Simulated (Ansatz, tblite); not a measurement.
Cost and result up the ladder for trans-NiCl2(NH3)2 (NiN₂Cl₂H₆) (11 atoms). Total charge 0; singlet. Geometry: PBE-D4/def2-SVP.

```csv
atom,x (Å),y (Å),z (Å)
Ni1,0.001,0.001,0.002
Cl2,1.095,1.368,1.313
N3,0.792,-1.486,0.890
H4,1.706,-1.705,0.466
H5,0.193,-2.320,0.788
H6,0.964,-1.266,1.883
Cl7,-1.094,-1.365,-1.309
N8,-0.791,1.486,-0.889
H9,-1.741,1.653,-0.523
H10,-0.891,1.294,-1.897
H11,-0.233,2.338,-0.724
```

Ansatz on 4 threads of Intel Xeon Platinum 8259CL on a shared host; xTB runs through tblite on one thread. Times are rough, summed over both states, and most runs start from the orbitals of an earlier one. r2SCAN0-D4/def2-TZVP serves as the yardstick here, not as an exact answer. The other state is a triplet at its own geometry.

The xTB rows come from tblite. The name describes the singlet; other states may take another shape. At PBE0-D4/def2-TZVP a broken-symmetry singlet of charge 0 lies 0.14 eV below the triplet, each at its own geometry.

Run but left out: HF/STO-3G, BHLYP-D4/def2-TZVP, B2PLYP/def2-TZVP (singlet: restricted singlet, unstable in another Hartree–Fock run and untested here); HF/def2-SVP, HF/def2-TZVP, PBE0-D4/def2-TZVP, MP2/def2-SVP, MP2/def2-TZVP, CCSD/def2-SVP, CCSD(T)/def2-SVP (singlet: restricted singlet, unstable towards broken spin symmetry).

xTB has no spin-polarisation term.

```csv
level,functions,wall time
GFN2-xTB,41,0.023 s
GFN1-xTB,47,0.025 s
revPBE-D4/def2-TZVP,217,8 s
PBE-D4/def2-TZVP (with forces),217,10 s
r2SCAN-D4/def2-TZVP (with forces),217,27 s
r2SCANh-D4/def2-TZVP,217,36 s
r2SCAN0-D4/def2-TZVP,217,46 s
```

Task: Estimate what each level gives for the triplet − singlet (eV).

Result: 
| level | triplet − singlet (eV) | difference from r2SCAN0-D4/def2-TZVP (eV) |
| --- | --- | --- |
| GFN2-xTB | 1.17 | 1.46 |
| GFN1-xTB | 1.48 | 1.77 |
| revPBE-D4/def2-TZVP | 0.61 | 0.90 |
| PBE-D4/def2-TZVP (with forces) | 0.70 | 0.99 |
| r2SCAN-D4/def2-TZVP (with forces) | 0.29 | 0.58 |
| r2SCANh-D4/def2-TZVP | 0.06 | 0.35 |
| r2SCAN0-D4/def2-TZVP | -0.29 | 0.00 |
